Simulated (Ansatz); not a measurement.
C4H8O, charge -1, doublet, geometry from GFN2-xTB (a state made from the parent by changing its charge; the spin is typed, not shown lowest) (a gas-phase anion, which may not be bound at this level); MP2/def2-SVP in Ansatz (a first-principles code).

Here is a job for Ansatz.
Ansatz 0.2 input:
```yaml
crystal:
  periodic: [false, false, false]
  atoms:
    - {symbol: C, position_ang: [1.78961599, 0.60736958, -0.17748394]}
    - {symbol: C, position_ang: [0.83687665, -0.34322829, 0.59332128]}
    - {symbol: C, position_ang: [-0.58541582, -0.38553588, 0.07362693]}
    - {symbol: C, position_ang: [-1.39502047, 0.86673936, 0.36964007]}
    - {symbol: O, position_ang: [-0.89798397, -1.15020039, -0.94666593]}
    - {symbol: H, position_ang: [2.81531475, 0.56084048, 0.20651815]}
    - {symbol: H, position_ang: [1.43981338, 1.63570368, -0.09572943]}
    - {symbol: H, position_ang: [1.79655170, 0.32960226, -1.22911063]}
    - {symbol: H, position_ang: [1.25994249, -1.35235154, 0.53257493]}
    - {symbol: H, position_ang: [0.84422670, -0.03288688, 1.65148385]}
    - {symbol: H, position_ang: [-1.07546360, 1.76392033, -0.20111875]}
    - {symbol: H, position_ang: [-1.32979246, 1.13260053, 1.43395894]}
    - {symbol: H, position_ang: [-2.44305919, 0.69210567, 0.12012437]}
basis:
  gaussian:
    orbitals: def2-SVP
total_charge: -1
magnetization: {spin_polarized: true, initial_magnetization: 1}
correlation: {method: mp2}
```

It wrote (shortened):

```
Functional definition: HF
1130 factors; integrals over basis functions are off by at most 1.4e-3 eV
mean field evaluation 1: about -6275.0713 eV, gradient 2.4e1 eV
mean field evaluation 2: about -6275.1959 eV, gradient 2.4e1 eV
mean field evaluation 4: about -6278.5327 eV, gradient 3.9e0 eV
mean field evaluation 8: about -6278.6634 eV, gradient 2.5e-1 eV
mean field evaluation 16: about -6278.6652 eV, gradient 2.3e-6 eV
mean field -6278.66524930 eV, -230.7366920797 hartree, gradient 3.0e-6 eV, S^2 0.766716; 0 other end points of the search recorded, 0 dependent functions left out
5 core orbitals not correlated
reference -6278.66524930 eV, -230.7366920797 hartree; 16, 15 occupied and 89, 90 virtual orbitals, 1130 factors
second order -20.39221360 eV of doubles, -0.00000000 eV of singles
Total energy: -6299.05746290 eV, -231.4860921070 hartree
```
